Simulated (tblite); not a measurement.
Cl$_{2}$Ge, triplet, geometry from GFN2-xTB (the spin is typed, not shown lowest); GFN1-xTB (tblite).

tblite was given this input:
```
$ tblite run mol.xyz --method gfn1 --charge 0 --spin 2 --etemp 2000 --json tblite.json --no-restart

# file mol.xyz
3

Ge    -0.00036912    -0.00859543     0.64162331
Cl     1.14359709     1.44226847    -0.58401026
Cl    -1.14290229    -1.42608884    -0.62375126
```

Output, abridged:

```
xTB calculator
 | screened Coulomb repulsion
 | Coulomb electrostatics
 |  * isotropic Klopman-Ohno-Mataga-Nishimoto electrostatics
 |  * onsite third-order electrostatics
 | DFT-D3(BJ) dispersion correction

halogen bonding energy    0.0000000000000E+00 Eh
repulsion energy          5.8726144806719E-03 Eh
dispersion energy        -1.1047949169758E-03 Eh
number of electrons       1.8000000000000E+01 e
integral cutoff           4.0000000000000E+01 bohr

------------------------------------------------------------
  cycle        total energy    energy error   density error
------------------------------------------------------------
      1     -10.07960758010  -1.0084375E+01   3.1093700E-01
      2     -10.09071711918  -1.1109539E-02   2.0021907E-01
      3     -10.12840544210  -3.7688323E-02   1.2975224E-01
      4     -10.14083439510  -1.2428953E-02   3.0755591E-03
      5     -10.14085798696  -2.3591858E-05   9.1942472E-04
      6     -10.14085862916  -6.4220044E-07   2.3217776E-04
      7     -10.14085862739   1.7693917E-09   6.8066361E-05
      8     -10.14085863111  -3.7221284E-09   1.7801303E-05
------------------------------------------------------------

electronic energy        -1.0145626450674E+01 Eh
total energy             -1.0140858631111E+01 Eh

Post processing:
 | Mayer-Wiberg bond orders

[Info] JSON dump of results written to 'tblite.json'
```
